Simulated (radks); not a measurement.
Results of a calculation; reference values are marked as such.
Species: Er+. Configuration: [Xe] 4f12 6s1 (the NIST ground configuration). Level of theory: non-relativistic Kohn-Sham, PBE, spin-unpolarised, spherical densities, point nucleus; relativity is left out, which matters for an element this heavy (a radial shooting solver on a logarithmic mesh with Libxc functionals).

Unscreened Slater integrals over Kohn-Sham orbitals (cm^-1).

\begin{tabular}{lr}
integral & value \\ \hline
F0(6s,6s) & 50778 \\
F0(6s,4f) & 66497 \\
G3(6s,4f) & 2008.0 \\
F0(6s,5p) & 63440 \\
G1(6s,5p) & 4367.0 \\
F0(6s,5s) & 64188 \\
G0(6s,5s) & 2562.3 \\
F0(4f,4f) & 264290 \\
F2(4f,4f) & 123070 \\
F4(4f,4f) & 76750 \\
F6(4f,4f) & 55089 \\
F0(4f,5p) & 155680 \\
F2(4f,5p) & 49984 \\
G2(4f,5p) & 25272 \\
G4(4f,5p) & 19419 \\
F0(4f,5s) & 171890 \\
G3(4f,5s) & 27751 \\
F0(5p,5p) & 128100 \\
F2(5p,5p) & 68720 \\
F0(5p,5s) & 135760 \\
G1(5p,5s) & 92688 \\
F0(5s,5s) & 145220 \\
\end{tabular}

Derived for the open shells (J is the average intra-shell exchange parameter used in DFT+U). 4f: F4/F2 = 0.624, F6/F2 = 0.448, J = (286 F2 + 195 F4 + 250 F6)/6435 = 9936 cm^-1.
